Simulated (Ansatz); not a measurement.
The cluster Nb₃O₅. The state is a doublet with charge 0. Geometry PBE0-D4/def2-SVP; atoms count from 1.

```csv
atom,x (Å),y (Å),z (Å)
Nb1,0.113,-0.897,-1.358
Nb2,-0.978,0.063,0.776
Nb3,1.224,1.151,-0.846
O4,2.081,-0.482,-0.741
O5,0.306,0.885,-2.434
O6,0.154,1.639,0.666
O7,-0.803,-1.474,1.874
O8,-2.098,-0.885,2.063
```

In the def2 sets Nb takes a core potential; there is no spin–orbit coupling. The structure holds one bond between oxygen atoms, so isomers without such links may lie far lower. The charge 0 doublet is spin-contaminated (final ⟨S²⟩ up to 0.99, 0.75 for a pure state). Another isomer (doublet) lies 4.71 eV lower at PBE0-D4/def2-TZVP; other spin states weren't run for this one.

Estimate the Mulliken populations from the PBE0/def2-TZVP orbitals of Ansatz.


```
atom  charge (e)  spin (α − β)  d electrons
 Nb1        0.63          1.35         3.56
 Nb2        0.95         -0.44         3.22
 Nb3        1.25         -0.14         3.04
  O4       -0.66          0.06            –
  O5       -0.67          0.09            –
  O6       -0.79          0.04            –
  O7       -0.34          0.03            –
  O8       -0.38          0.02            –
```
Mulliken values depend strongly on the basis.

Where does the spin sit?

Summed by element: Nb 0.77, O 0.23, of 1 unpaired in all. Largest on single atoms: Nb1 1.35, Nb2 -0.44, Nb3 -0.14.

And the Mayer bond orders between heavy atoms (over 0.3)?

Nb1–Nb2 1.88 (2.58 Å); Nb1–Nb3 1.26 (2.39 Å); Nb1–O4 0.68 (2.10 Å); Nb1–O5 0.71 (2.09 Å); Nb2–O6 0.86 (1.94 Å); Nb2–O7 1.05 (1.90 Å); Nb2–O8 0.92 (1.95 Å); Nb3–O4 1.24 (1.85 Å); Nb3–O5 1.23 (1.85 Å); Nb3–O6 0.99 (1.92 Å); O7–O8 0.85 (1.44 Å).
